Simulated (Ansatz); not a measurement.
Start from `[F][Nb](=[S])([Cl])[Cl]` and change one element to get `[O]=[Nb]([F])([Cl])[Cl]`.

Ansatz, PBE0-D4/def2-TZVP geometries, multiplicity 1. 

Elements past krypton have def2 core potentials.

| property | `[F][Nb](=[S])([Cl])[Cl]` |
| --- | --- |
| HOMO energy (B3LYP/def2-TZVPP) / eV | -8.23 |
| LUMO energy (ωB97M-V/def2-TZVPP) / eV | -1.16 |
| LUMO energy (PBE/def2-TZVPP) / eV | -3.92 |
| HOMO energy (ωB97M-V/def2-TZVPP) / eV | -10.54 |
| HOMO energy (PBE/def2-TZVPP) / eV | -7.29 |
| zero-point energy (PBE0-D4/def2-TZVP) / kJ/mol | 17.6 |

(1) Give the same properties after the change, and the shifts. (Estimate.)

Results:

(1) Computed: 
```csv
property,`[O]=[Nb]([F])([Cl])[Cl]`,shift
HOMO energy (B3LYP/def2-TZVPP) / eV,-9.56,-1.33
LUMO energy (ωB97M-V/def2-TZVPP) / eV,-0.94,0.22
LUMO energy (PBE/def2-TZVPP) / eV,-3.78,0.14
HOMO energy (ωB97M-V/def2-TZVPP) / eV,-12.07,-1.53
HOMO energy (PBE/def2-TZVPP) / eV,-8.38,-1.09
zero-point energy (PBE0-D4/def2-TZVP) / kJ/mol,21.3,3.7
```

With PBE0 the HOMO falls by 1.36 eV and the LUMO rises by 0.17 eV, so the gap widens by about 1.53 eV. PBE moves the HOMO by -1.09 eV and ωB97M-V by -1.53 eV.

B3LYP here is the variant with VWN-RPA as its local correlation; programs differ in this.
